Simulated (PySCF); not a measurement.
**Two-photon absorption: `InChI=1S/C5H5FOSi/c6-5-2-1-4(3-7)8-5/h1-3H,8H2`**

Geometry:
```csv
atom,x (Å),y (Å),z (Å)
O1,-2.947,0.786,0.019
C2,-2.226,-0.170,-0.160
C3,-0.788,-0.124,-0.071
C4,0.026,-1.189,-0.272
C5,1.443,-0.963,-0.145
C6,1.770,0.304,0.162
F7,3.044,0.688,0.318
Si8,0.225,1.422,0.337
H9,-2.651,-1.164,-0.410
H10,-0.341,-2.176,-0.518
H11,2.154,-1.761,-0.289
H12,0.079,1.897,1.708
H13,0.207,2.450,-0.697
```

Method used: PySCF 2.14.0, TDDFT B3LYP/def2-SVPD excited states, vertical, gas phase. Geometry: GFN2-xTB.

Question: Give the one- and two-photon strengths of the lowest singlets.

Answer: δ for parallel linear polarisation; σ at the peak of a Lorentzian of half width 0.1 eV, single beam; Ω is circular over linear.
| state | E (eV) | f | photon λ (nm) | δ (au) | σ (GM) | Ω | main |
| --- | --- | --- | --- | --- | --- | --- | --- |
| S1 | 3.22 | 0.000 | 770 | 0.13 | 0.00 | 1.50 | HOMO−1→LUMO 0.96 |
| S2 | 3.82 | 0.159 | 649 | 83.7 | 0.45 | 0.63 | HOMO→LUMO 0.97 |
| S3 | 4.95 | 0.000 | 501 | 1.6 | 0.01 | 1.50 | HOMO−2→LUMO 0.96 |
| S4 | 5.36 | 0.000 | 462 | 0.55 | 0.01 | 1.50 | HOMO−1→LUMO+1 0.90 |
| S5 | 5.72 | 0.064 | 434 | 1280 | 15.30 | 0.65 | HOMO→LUMO+1 0.69, HOMO−3→LUMO 0.28 |

Among these, the strongest one-photon state is S2, the strongest two-photon state S5, with a dipole change of 1.1 D (relaxed, norm of the difference vector).
